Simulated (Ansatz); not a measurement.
GeMe3(OSiMe3) (C6H18GeOSi). Total charge 0; singlet. Geometry PBE0-D4/def2-SVP.

| atom | x (Å) | y (Å) | z (Å) |
| --- | --- | --- | --- |
| Ge1 | -0.995 | -0.166 | -1.314 |
| C2 | -0.713 | 0.395 | -3.153 |
| H3 | -0.550 | 1.482 | -3.196 |
| H4 | -1.586 | 0.145 | -3.775 |
| H5 | 0.172 | -0.106 | -3.570 |
| C6 | -1.197 | -2.100 | -1.165 |
| H7 | -2.055 | -2.447 | -1.759 |
| H8 | -1.359 | -2.396 | -0.118 |
| H9 | -0.292 | -2.606 | -1.532 |
| C10 | -2.493 | 0.767 | -0.485 |
| H11 | -2.299 | 1.850 | -0.460 |
| H12 | -2.648 | 0.418 | 0.546 |
| H13 | -3.420 | 0.593 | -1.052 |
| O14 | 0.498 | 0.304 | -0.458 |
| Si15 | 1.174 | 0.294 | 1.058 |
| C16 | 0.161 | 1.361 | 2.229 |
| C17 | 2.904 | 0.992 | 0.890 |
| C18 | 1.250 | -1.463 | 1.726 |
| H19 | 0.635 | 1.420 | 3.222 |
| H20 | -0.855 | 0.957 | 2.369 |
| H21 | 0.064 | 2.388 | 1.840 |
| H22 | 2.873 | 2.017 | 0.487 |
| H23 | 3.421 | 1.023 | 1.863 |
| H24 | 3.507 | 0.379 | 0.202 |
| H25 | 0.242 | -1.883 | 1.874 |
| H26 | 1.792 | -2.125 | 1.032 |
| H27 | 1.769 | -1.494 | 2.698 |

The 6-31G sets use Cartesian d functions. B3LYP takes the VWN-RPA correlation.

Task: Estimate the orbital energies around the gap (eV) in Ansatz with HF/STO-3G, PBE-D4/def2-SVP, r2SCAN-D4/def2-TZVP, B3LYP-D4/6-31G, PBE0-D4/def2-TZVP.

Result: 
| orbital | HF/STO-3G | PBE-D4/def2-SVP | r2SCAN-D4/def2-TZVP | B3LYP-D4/6-31G | PBE0-D4/def2-TZVP |
| --- | --- | --- | --- | --- | --- |
| HOMO−13 | -13.94 | -9.57 | -10.07 | -10.90 | -11.22 |
| HOMO−12 | -13.87 | -9.55 | -10.04 | -10.88 | -11.20 |
| HOMO−11 | -13.70 | -9.42 | -9.92 | -10.67 | -11.06 |
| HOMO−10 | -13.60 | -9.24 | -9.74 | -10.52 | -10.88 |
| HOMO−9 | -13.50 | -9.14 | -9.62 | -10.42 | -10.76 |
| HOMO−8 | -13.48 | -9.11 | -9.60 | -10.42 | -10.73 |
| HOMO−7 | -13.26 | -8.85 | -9.33 | -10.16 | -10.45 |
| HOMO−6 | -11.19 | -8.40 | -8.82 | -9.52 | -9.94 |
| HOMO−5 | -11.07 | -7.93 | -8.39 | -9.07 | -9.60 |
| HOMO−4 | -10.69 | -7.86 | -8.32 | -9.05 | -9.53 |
| HOMO−3 | -10.02 | -6.97 | -7.33 | -8.05 | -8.34 |
| HOMO−2 | -9.79 | -6.95 | -7.30 | -7.98 | -8.31 |
| HOMO−1 | -7.78 | -6.13 | -6.59 | -7.05 | -7.65 |
| HOMO | -7.74 | -5.97 | -6.44 | -6.94 | -7.52 |
| LUMO | 11.06 | 0.38 | 0.52 | 1.35 | 0.63 |
| LUMO+1 | 12.64 | 0.95 | 1.07 | 1.76 | 1.41 |
| LUMO+2 | 14.08 | 1.24 | 1.42 | 2.19 | 1.60 |
| LUMO+3 | 14.09 | 1.55 | 1.65 | 2.53 | 1.71 |
| LUMO+4 | 14.18 | 1.76 | 1.84 | 2.74 | 1.96 |
| LUMO+5 | 15.10 | 1.97 | 2.10 | 3.17 | 2.30 |
